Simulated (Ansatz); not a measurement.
**Abstraction of Br: SiH(CH3)2Br + C2H5Mg → SiH(CH3)2 + C2H5BrMg**

Gas-phase species: SiH(CH3)2Br, singlet; C2H5Mg `C[CH2][Mg]`, doublet; SiH(CH3)2, doublet; C2H5BrMg `C[CH2][Mg][Br]`, singlet. A radical takes Br: the energy is the difference in strength between the Si–Br bond broken and the Mg–Br bond made.

Shapes, held fixed at every level: PBE0-D4/def2-TZVP. Programs: Ansatz 0.2.0. The zero-point and thermal change to 298 K, harmonic and unscaled (PBE0-D4/def2-TZVP), is -1.3 kJ/mol.

```tsv
level	kind	ΔH(298 K) (kJ/mol)	less CCSD(T)/def2-TZVPP
MP2/def2-TZVPP	perturbation theory	+2.1	+4.7
HF/def2-TZVPP	Hartree–Fock	-17.5	-14.9
PBE-D4/def2-TZVPP	GGA	+5.9	+8.5
PBE0-D4/def2-TZVPP	global hybrid	+3.3	+5.9
CCSD(T)/def2-SVP	coupled cluster or CI	-23.2	-20.6
CCSD/def2-SVP	coupled cluster or CI	-25.6	-23.0
CCSD(T)/def2-TZVPP	coupled cluster or CI	-2.6	0.0
```

The highest level, CCSD(T)/def2-TZVPP, gives ΔH(298 K) = -2.6 kJ/mol; the levels span -25.6 to +5.9. That is about zero within the method's error. They disagree on the sign: 3 of 7 are positive. The column of differences is taken from that level and isn't an error. No measured value is set beside it here. Open shells run unrestricted. Relativity is left out for Br. Outer-core shells of Br, Mg are correlated, in sets that cover them unevenly.
